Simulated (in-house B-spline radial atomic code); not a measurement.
A calculation on In7+: its settings, and results tabulated from the run. Computed with a radial B-spline atomic code at the basis-set limit: scalar-relativistic (X2C) Hartree-Fock, spin-polarised, averaged over the determinants with the given up and down occupations, Fermi nucleus of rms radius 4.6156 fm.

Command:
```bash
python run_scf.py task.json out
```
Settings (nuclear radius in fm, mass in u):
```
Z                49
configuration    [Kr] 4d6
hamiltonian      x2c
method           hf
spin_polarised   True
nucleus          fermi
rms_radius       4.6156
atomic_mass      114.90388
speed_of_light   137.035999084
```

Output (hartree, bohr):
```
 radial grid: 66 intervals, B-splines of order 8, outer radius 13.5065 bohr

 iter        energy (Eh)    residual
    1       -5849.094641    1.01e+00
    2       -5862.595522    3.21e-01
    3       -5864.364215    1.01e-01
    4       -5864.544736    3.65e-02
    5       -5864.564232    1.28e-02
    6       -5864.566825    1.10e-03
    7       -5864.566837    6.82e-05
    8       -5864.566837    3.46e-06
    9       -5864.566837    2.78e-07

 total energy                     -5864.56684
 kinetic                            6165.3126
 electron-nucleus                 -14060.0033
 electron-electron                  2030.1239

 orbital      occ     eigenvalue          <r>       <r^2>       <1/r>       r_max
 1s up      1.000     -1036.2966    0.0291355  0.00115895     54.1236     0.01855
 1s down    1.000     -1036.2964    0.0291353  0.00115893     54.1238     0.01855
 2s up      1.000      -162.2549     0.127831   0.0193363      12.277      0.1084
 2s down    1.000      -162.1701     0.127802   0.0193278     12.2802      0.1084
 2p up      3.000      -145.9023     0.111953   0.0153224      11.424     0.08669
 2p down    3.000      -145.8183     0.111911   0.0153105     11.4277     0.08666
 3s up      1.000       -35.7069     0.346298    0.137242     4.30303      0.3145
 3s down    1.000       -35.6676     0.346066    0.136984     4.30343      0.3146
 3p up      3.000       -30.2116     0.345028    0.138227     4.02366      0.3081
 3p down    3.000       -30.1636     0.344698     0.13785     4.02423      0.3082
 3d up      5.000       -21.6877     0.322443    0.123306     3.76848      0.2578
 3d down    5.000       -21.5789     0.323188     0.12384     3.75964      0.2585
 4s up      1.000        -9.5061     0.831661    0.778172     1.66882      0.7647
 4s down    1.000        -9.1261     0.829323    0.774373      1.6755      0.7615
 4p up      3.000        -7.7353     0.885934    0.888654     1.52564      0.8049
 4p down    3.000        -7.2692     0.886631    0.891126     1.52491      0.8023
 4d up      5.000        -5.0015      1.01058     1.17423     1.29049      0.8839
 4d down    1.000        -4.7769      1.02171      1.2041     1.28119      0.8862
```

Run time, properties included: 0.31 s on 1 thread of Arm Neoverse V2, on a shared host.

One-electron X2C: radii and densities carry no picture-change correction, so inner-shell <1/r> comes out high (for 1s by about 2 % at Z = 33, 5 % at 54, 10 % at 75, 30 % at 118) and <r> low.
